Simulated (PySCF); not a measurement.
CH₄Mg. Atoms are numbered in the order given.

```xyz
6

Mg     0.0000     0.0000    -0.8347
H      0.0000     0.0000    -2.5548
C      0.0000     0.0000     1.2605
H      0.8860     0.5115     1.6693
H      0.0000    -1.0231     1.6693
H     -0.8860     0.5115     1.6693
```

Geometry optimised at PBE-D3(BJ)/def2-TZVP.

The numbers are results of B3LYP/def2-TZVPD run with PySCF, not measurements.

Symmetry labels are those of the subgroup Cs that the program uses (full group C3v).

Computed valence orbital energies around the gap with their symmetry:
| orbital | symmetry | energy (eV) |
|---|---|---|
| HOMO−7 | A" | -50.17 |
| HOMO−6 | A' | -50.17 |
| HOMO−5 | A' | -49.93 |
| HOMO−4 | A' | -17.68 |
| HOMO−3 | A' | -10.13 |
| HOMO−2 | A" | -10.13 |
| HOMO−1 | A' | -7.96 |
| HOMO | A' | -6.59 |
| LUMO | A' | -0.69 |
| LUMO+1 | A" | -0.58 |
| LUMO+2 | A' | -0.58 |
| LUMO+3 | A' | 0.79 |
